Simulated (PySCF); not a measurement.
Species: SbH2Br.
Bonds: Sb1–Br4. Hydrogens: H2, H3 on Sb1.

The calculation used PBE0-D3(BJ)/def2-SVP geometry optimisation, gas phase, def2 core potentials past Kr (PySCF 2.14.0).

(1) List the bond lengths and angles at this level.

## Answers

(1) 
```
          bond  length (pm)
Sb1–H2, Sb1–H3        172.0
       Sb1–Br4        252.8
```

Bonds in one row agree within 1 pm and their mean is given. A selection of angles:
```
     angle  degrees
 H2–Sb1–H3     89.9
H2–Sb1–Br4     93.7
```

Sb1 (antimony bonded to Br and 2 H) is pyramidal (angles 93.7°, 93.7° and 89.9°, sum 277.3°, 1.06 Å off the plane of its three neighbours).

Point group: Cs (every atom within 0.08 Å of its image). Whether it is a minimum is left open (no frequencies).

---

[TcO4]- (charge -1 and singlet state).
Bonds: Tc1–O2, Tc1–O3, Tc1–O4, Tc1–O5.

Level of theory: PBE0-D3(BJ)/def2-SVP geometry optimisation, gas phase, def2 core potentials past Kr (PySCF 2.14.0).

**Question.** Give the optimised bond lengths and angles.

**Answer.** 
```csv
bond,length (Å)
Tc1–O2 and 3 like bonds,1.699
```

Bonds in one row agree within 0.01 Å and their mean is given. A selection of angles:
```csv
angle,degrees
O2–Tc1–O3,109.4
```

Tc1 (technetium bonded to 4 O) is tetrahedral (angles from 109.4° to 109.5°). All 4 O–Tc bonds measure 1.698 to 1.699 Å.

Point group: Td (every atom within 0.08 Å of its image). No frequency check. The geometry's basis has no diffuse functions, a weakness for an anion.

Time: 17 s wall; peak memory 0.35 GiB. Hardware: Intel Xeon Platinum 8375C at 2.90 GHz, one thread (shared host). These figures are those of the optimisation.
